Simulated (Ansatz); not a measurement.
Reaction (ligand exchange at the Si–C bond): `C=C[Si](F)(F)F` + HBr → `F[Si](F)(F)Br` + `C=C`

Gas-phase electronic energies from Ansatz, PBE0-D4/def2-TZVP geometries. CBS: MP2 limit from def2 TZ/QZ plus the TZ coupled-cluster correction, frozen cores. This one scheme is used for every species. DFT in def2-TZVPP. HSE06 is defined as in plane-wave codes. For Br outer-core shells are correlated without core-valence functions, which leaves a few kJ/mol of doubt a bond. Scalar relativity is left out up to krypton. Each species was taken in one conformer, which may not be the lowest.

| level | ΔE (kJ/mol) |
| --- | --- |
| r2SCAN | -72.2 |
| r2SCANh | -72.4 |
| HSE06 | -70.3 |
| HF/CBS(def2) | -74.4 |

Task: What does CCSD(T)/CBS give? (An estimate is asked.)

Result: Ansatz gave: -71.3 kJ/mol. The listed levels differ from it by -0.9, -1.1, 1.0, -3.1 kJ/mol.

Largest T1 diagnostic among the species: 0.012.

At CCSD(T), def2-SVP lies +14.6 kJ/mol from the extrapolated value and def2-TZVPP +5.2 kJ/mol. Leaving LDA and LC-ωPBE aside and taking each functional with its dispersion term where it has one, the values, not all of them listed here, spread over 7.4 kJ/mol, from r2SCAN0-D4 to BLYP-D4. LDA lies +5.3 kJ/mol from PBE without D4.
